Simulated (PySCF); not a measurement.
Molecule: `B[C@H]1C[CH2][AlH][CH2]1`, C$_{4}$H$_{10}$AlB.

Bonds (- single, = double, # triple, : aromatic): B1-C2, C2-C3, C3-C4, C4-Al5, Al5-C6, C6-C2. B1 carries H7, H8; C2 carries H9; C3 carries H10, H11; C4 carries H12, H13; Al5 carries H14; C6 carries H15, H16. Stereochemistry as in B[C@H]1C[CH2][AlH][CH2]1. H11, H13, H15 are cis to B1 on the ring; H10, H12, H16 are trans to B1 on the ring.

Frames of a GFN2-xTB Langevin trajectory at 400 K; GIAO PBE0/pcSseg-1 shieldings in PySCF 2.14.0 with density-fitted response routines, gas phase, non-relativistic; equivalent atoms averaged within each frame.

Scale: $^{11}$B (σref 100.07) vs BF3·OEt2; TMS for $^{13}$C (σref 186.93) and $^{1}$H (σref 31.72); $^{27}$Al (σref 489.97) against AlH4- (reference shieldings calculated alike). The references are static minima.

Problem. How do the shifts (ppm) fluctuate along the trajectory?

Solution. 
```
         time (fs)    B1    C2    C3    C4    C6    Al5  H7/H8   H14    H13   H10
optimised geometry  50.1  45.8  36.2  17.6  -9.3  232.2   5.58  6.09   1.15  2.78
               250  56.2  52.6  38.9  24.3  -4.2  222.1   6.28  6.25   2.81  2.65
               425  85.3  47.6  32.4  17.4   7.6  225.7   7.43  6.46   0.88  1.98
               625  49.9  51.9  29.0  26.7  -9.8  237.0   6.13  6.27   2.04  1.90
               800  65.7  41.9  31.9  16.5   2.0  220.6   6.18  6.00   1.88  2.69
              1000  69.1  54.2  39.1  14.3  -2.3  236.4   7.07  5.89  -0.24  3.72
    mean of frames  65.2  49.6  34.3  19.8  -1.4  228.4   6.62  6.17   1.48  2.59
standard deviation  13.6   5.0   4.5   5.4   6.6    7.9   0.59  0.23   1.18  0.73
```

5 frames give an uncertainty of the mean of about the standard deviation over 2.2 at best, since frames this close in time may not be independent; classical motion lacks zero-point vibration, and the reference would need the same averaging.
